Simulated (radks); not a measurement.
Values are calculated unless marked as measured or tabulated.
How relativity changes the ionisation of the antimony ion Sb43+ ([He] 2s2 2p4) to Sb44+ ([He] 2s2 2p3). Spin-unpolarised spherical Kohn-Sham, BLYP, point nucleus unless stated (finite: rms radius 4.6802 fm), a radial shooting solver on a logarithmic mesh with Libxc functionals. A level marked "c x" has the speed of light scaled by that factor and shares open shells by 2j + 1; other Dirac levels either fill j = l - 1/2 first or share by 2j + 1.

level,E(Sb43+) (hartree),E(Sb44+) (hartree),IE (eV),HOMO,<r> HOMO (bohr)
non-rel.,-4270.05013,-4007.77385,7136.9,2p,0.1054
scalar-rel.,-4411.90521,-4145.18338,7257.9,2p,0.1028
"scalar-rel., finite nucleus",-4411.72560,-4145.00334,7257.9,2p,0.1028
"Dirac, 2j+1 shares",-4413.07623,-4146.07555,7265.5,2p3/2,0.1043
"Dirac, low j first",-4419.78419,-4156.33761,7168.7,2p3/2,0.1043
"Dirac, 2j+1 shares, finite nucleus",-4412.89629,-4145.89526,7265.5,2p3/2,0.1043
"Dirac, c x 0.85",-4473.98029,-4205.00429,7319.2,2p3/2,0.1038
"Dirac, c x 1.5",-4331.08580,-4066.77818,7192.2,2p3/2,0.1049
"Dirac, c x 5",-4275.39148,-4012.93649,7141.8,2p3/2,0.1053

NIST Atomic Spectra Database: 7167 eV (theoretical). The relativistic part of the total energy of Sb43+ is -142.8 hartree (Dirac, 2j+1 shares, finite nucleus), 3.3 % of the non-relativistic value. Spin polarisation and multiplet splitting of open shells are left out at every level.

Beside tabulated values, note that relativity, absent from the non-relativistic runs, is large for the heavy elements, and spin-unpolarised runs miss the spin-polarisation part of the exchange energy of open shells.
